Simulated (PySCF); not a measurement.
**Cobalt: a sound run and one with changed settings**

Sound run: Co [Ar] 3d7 4s2, Co+ [Ar] 3d8. Computed with PySCF 2.14 in cc-pVTZ-DK, with scalar relativity by spin-free X2C-1e. The sound run starts from symmetry-adapted Hartree-Fock orbitals and uses a fine grid where one is needed.

Changed run: radial step 1.2 in ln r (0.13 in the sound run). This setting is unsound on purpose.

```
species  method  sound run (hartree)  changed run (hartree)  converged
     Co     UHF          -1391.88158            -1391.88158        yes
     Co    PBE0          -1393.01814            -1389.62824        yes
     Co  M06-2X          -1393.25741            -1391.34302        yes
    Co+     UHF          -1391.57674            -1391.57674        yes
    Co+    PBE0          -1392.72892            -1389.25155        yes
    Co+  M06-2X          -1392.95488            -1391.05253        yes
```

Ionisation energy of Co:

| method | sound run (eV) | changed run (eV) |
| --- | --- | --- |
| UHF | 8.295 | 8.295 |
| PBE0 | 7.870 | 10.250 |
| M06-2X | 8.232 | 7.904 |

A coarse radial grid mis-integrates the density and the exchange-correlation energy, with errors of either sign; Hartree-Fock needs no grid.

For comparison, NIST gives 7.881 eV between the lowest levels.
